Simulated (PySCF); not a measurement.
Gas-phase reaction: InH2Cl + 2 InCl2 = 3 InCl + 2 HCl

Computed with PySCF and rigid-rotor harmonic-oscillator thermochemistry at 1 bar. † marks an energy on the PBE0/def2-TZVP geometry and frequencies. MP2 and CCSD(T) freeze the core. Open shells (unrestricted): InCl2 (multiplicity 2); the rest are closed-shell singlets. B3LYP is the form with VWN-RPA correlation. In: scalar-relativistic def2 core potential, no spin-orbit coupling. InH2Cl, InCl2: computed as isolated molecules; such fragments, hydroxides, amides, oligomers or adducts are transient or little studied in the gas. MP2 isn't extrapolated to the basis-set limit; its ΔH°(298 K) is -80.7 kJ in def2-SVP and -159.2 kJ in def2-TZVPP. CCSD(T) isn't extrapolated to the basis-set limit; its ΔH°(298 K) is -119.1 kJ in def2-SVP and -139.4 kJ in def2-TZVPP. The harmonic model lacks anharmonicity and excited electronic states, which grow with temperature; levels with a mode under 35 cm⁻¹ are left out. Soft modes under 120 cm⁻¹ make the harmonic entropy rough for InCl2.

| level | ΔE electronic, kJ | ΔH°(298 K), kJ | ΔS°(298 K), J/K | ΔG°(1600 K), kJ |
|---|---|---|---|---|
| B3LYP/def2-TZVP† | -172 | -167 | 214 | -498 |
| CCSD(T)/def2-SVP† | -124 | -119 | 214 | -449 |
| CCSD(T)/def2-TZVPP† | -144 | -139 | 214 | -469 |
| HF/def2-TZVP† | -69 | -64 | 214 | -394 |
| M06-2X/def2-TZVP† | -93 | -88 | 214 | -418 |
| MP2/def2-TZVPP† | -164 | -159 | 214 | -489 |
| PBE0/def2-QZVP† | -125 | -120 | 214 | -450 |
| r2SCAN/def2-TZVP† | -92 | -87 | 214 | -417 |
ΔH° is lowest at B3LYP/def2-TZVP† and highest at HF/def2-TZVP†. No reference value is set beside these.
